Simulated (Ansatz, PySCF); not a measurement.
Stretching the Ge1–Cl3 bond in ClFGeH2 (SMILES [F][GeH2][Cl]) (multiplicity 1 held, fragments rigid). Energies count from the point at 2.151 Å.
Geometry at that point (charge 0, multiplicity 1):
```xyz
5

Ge    -0.487    -0.288     0.042
F     -1.170     1.314     0.034
Cl     1.644    -0.041    -0.108
H     -0.826    -0.911     1.396
H     -0.999    -0.997    -1.212
```

R- and RO- levels are restricted; in cc, def2 and unpolarised 6-31G sets they are followed outwards from rest. U- levels take the lowest unrestricted solution at each point, which mixes spins at long bonds. Left out are points that failed, MP2 points that dive below the minimum, coupled-cluster points behind a jump of the amplitudes or a sharp parting from full CI or MRCI, small-basis points behind a change of solution, and semi-empirical points at long bonds. Curves can end on different states.

Cores are frozen in the correlated methods. Filled d and f shells under p-block atoms count as core. Rows in 3-21G carry no dispersion term and start afresh at each structure; the Pople sets are all-electron and without relativity.

Programs: Ansatz (a first-principles code); PySCF for 3-21G rows. Values without a source in brackets are computed.

Energies in kcal/mol.

```csv
R (Å),R-HF/3-21G,R-HF/def2-TZVPP,U-PBE/def2-TZVPP,R-wB97X-V/def2-TZVPP,R-SCS-MP2/def2-TZVPP,U-SCS-MP2/def2-TZVPP
1.721,94.1,72.2,70.7,68.2,72.7,72.7
1.936,20.8,11.5,12.4,10.6,12.1,12.1
2.151,0.0,0.0,0.0,0.0,0.0,0.0
2.366,2.7,8.6,6.1,8.5,7.8,7.8
2.581,15.0,24.5,18.7,23.8,22.7,22.7
2.904,38.2,50.6,39.5,48.9,47.4,48.3
3.226,60.5,74.1,57.6,71.3,69.4,81.8
3.764,91.5,104.8,78.4,100.1,96.9,97.9
4.302,114.1,126.4,87.4,120.1,114.4,101.4
4.947,132.3,144.1,92.0,136.0,124.5,102.3
5.807,146.3,158.3,94.3,148.4,124.5,102.5
6.882,left out,167.8,95.3,156.6,113.3,102.5
```

Doubts at one or more of the structures used: a restricted determinant that unrestricted orbitals would lower (R-HF/3-21G, R-HF/def2-TZVPP, R-wB97X-V/def2-TZVPP, R-SCS-MP2/def2-TZVPP); a spin-contaminated determinant (U-PBE/def2-TZVPP, U-SCS-MP2/def2-TZVPP).
